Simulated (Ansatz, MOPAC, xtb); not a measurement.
Dimer: CH4 (SMILES C) (first 5 atoms) with SO2 (SMILES O=S=O); geometry from B3LYP-D3(BJ)/def2-TZVP, rigid monomers moved along the line of their centres of mass till C1···S7 is 3.10 Å.
(charge 0, multiplicity 1):
```xyz
8

C     -0.02307     0.00423    -0.17710
H     -0.03908     0.12356    -1.25930
H      0.86418    -0.56112     0.10647
H      0.00303     0.98590     0.29381
H     -0.92089    -0.52784     0.13624
O     -1.18741     0.41667     2.98500
S      0.01537    -0.36749     2.90051
O      1.28614     0.30509     2.93931
```

Monomers are frozen at their geometry in the pair; levels with a basis set take the counterpoise correction.

The state that PM3 reach isn't checked.

The values were computed with Ansatz (Gaussian orbitals); MOPAC for PM3 (differences of heats of formation); xtb for the GFN methods. Values without a source in brackets are computed.

One of these levels gives -1.33 kcal/mol for the interaction energy. Name it.
A) PM3
B) GFN1-xTB
C) B3LYP/def2-TZVPPD
D) PBE/def2-TZVPPD

B, GFN1-xTB. The others give 3.00 (PM3), 0.90 (PBE/def2-TZVPPD), 1.87 (B3LYP/def2-TZVPPD)

Ansatz is a program for electronic structure.
